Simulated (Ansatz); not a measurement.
`[Br][Sn][Br]` + NH₃ → `[NH2][Sn][Br]` + HBr at 298.15 K and 1 bar (ligand exchange at the Sn–Br bond).

Gas-phase electronic energies from Ansatz, PBE0-D4/def2-TZVP geometries. CBS: MP2 limit from def2 TZ/QZ plus the TZ coupled-cluster correction, frozen cores. This one scheme is used for every species. def2 core potentials past Kr. For Br, Sn outer-core shells are correlated without core-valence functions, which leaves a few kJ/mol of doubt a bond. Scalar relativity is left out up to krypton. One conformer a species, not always the lowest.

| species | CCSD(T)/CBS energy (Eh) | H − E (kJ/mol) | S (J/(mol·K)) |
| --- | --- | --- | --- |
| `[Br][Sn][Br]` | -5360.78051 | 17.9 | 328.9 |
| NH₃ | -56.50880 | 100.5 | 192.4 |
| `[NH2][Sn][Br]` | -2843.33195 | 82.6 | 320.9 |
| HBr | -2573.91920 | 24.6 | 198.6 |

H − E and S are ideal-gas, rigid-rotor, harmonic terms from PBE0-D4/def2-TZVP, for one conformer and one mirror image of each species. 1 Eh = 2625.50 kJ/mol, R = 8.31446 J/(mol·K).

**Question.** By hand: ΔE, ΔH, ΔS and ΔG.

**Answer.** ΔE = (-2843.33195) + (-2573.91920) − (-5360.78051) − (-56.50880) = 0.03816 Eh = 100.2 kJ/mol. Δ(H − E) = 82.6 + 24.6 − 17.9 − 100.5 = -11.2, so ΔH = 89.0 kJ/mol. ΔS = 320.9 + 198.6 − 328.9 − 192.4 = -1.8 J/(mol·K). ΔG = 89.0 − 298.15 × (-1.8)/1000 = 89.5 kJ/mol.

**Question.** By hand: the equilibrium constant, and the temperature at which ΔG would vanish if ΔH and ΔS stayed fixed.

**Answer.** log₁₀ K = −ΔG/(RT ln 10) = -15.7. ΔH and −TΔS have one sign here, so there is no such temperature.

The number of gas molecules stays the same, so ΔS is small and ΔH decides. A doubt of 5 kJ/mol in ΔE shifts log₁₀ K by 0.9 here. Other conformers and mirror images would add mixing entropy, several J/(mol·K) or more a flexible species. These are equilibria of isolated gas molecules and say nothing of rates. Largest T1 diagnostic: 0.014 (customary marks: 0.02 for closed shells, 0.045 for open ones).

ΔS is within the doubt of such terms, so its sign, and with it that verdict, could turn.
